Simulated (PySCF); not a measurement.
## Ionising HgF

PBE0; Hg def2-SVP with ECP60, F def2-SVP; scalar-relativistic core potentials (PySCF 2.14). Neutral (UKS): doublet (σ ↑), Re = 2.058 Å, ωe = 427 cm⁻¹, De = 1.24 eV, HOMO -7.48 eV, LUMO -4.31 eV.

HgF⁺ (UKS): singlet (closed shell), Re = 1.929 Å, ωe = 593 cm⁻¹, De = 1.51 eV to Hg⁺ + F. The energies at the minima are -253.10489 hartree for HgF and -252.74123 for HgF⁺.

Work out the adiabatic ionisation energy, without and with harmonic zero-point energies (1 hartree = 27.2114 eV, 1 eV = 8065.5 cm⁻¹), and the change of the bond length.

At PBE0: 0.36366 hartree = 9.896 eV between the minima; the zero-point term (593.0 − 427.0)/2 cm⁻¹ = +0.010 eV makes it 9.906 eV. Re changes by -12.9 pm against the neutral. The electron leaves a σ orbital, and the shorter bond of the ion fits an antibonding orbital, or a change in how ionic the bond is.

These are scalar-relativistic numbers at best; spin–orbit coupling would shift them, the dissociation energy most. For an ion De counts to the pair picked by the measured ionisation energies or electron affinities, which need not be the lowest pair at this level. States were picked by a PBE0 search and need not be the measured ground states.
